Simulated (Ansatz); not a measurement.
Calculated with Ansatz (gas phase, PBE0-D4/def2-TZVP geometries, no zero-point term in ΔE). CCSD(T)/CBS is the MP2 limit (def2-TZVPP, def2-QZVPP) plus CCSD(T) − MP2 in def2-TZVPP, frozen cores. This one scheme is used for every species. DFT in def2-TZVPP.

Reaction (silylene loss): `[SiH3]N1CSC1` → `C1NCS1` + `[SiH2]`

CCSD(T)/CBS gives +2.91 eV.

(1) Another level gave +2.85 eV. Which?
A. ωB97X-V/def2-TZVPP
B. r2SCAN-D4/def2-TZVPP
C. CCSD/def2-TZVPP
D. ωB97M-V/def2-TZVPP

Largest T1 diagnostic among the species: 0.014.

## Answers

(1) D. ωB97M-V 2.85, CCSD/def2-TZVPP 2.80, r2SCAN-D4 3.09, ωB97X-V 3.00 eV.

The D4 term adds +0.17 eV with B3LYP and +0.09 eV with PBE0; it sums over pairs of atoms, weighted by their polarisabilities, and B3LYP, whose exchange is more repulsive, gets the larger term. In def2-TZVPP, CCSD(T) changes the Hartree–Fock value by +0.08 eV (the triples alone add +0.04 eV) and MP2 by +0.32 eV.

B3LYP here is the variant with VWN-RPA as its local correlation; programs differ in this.
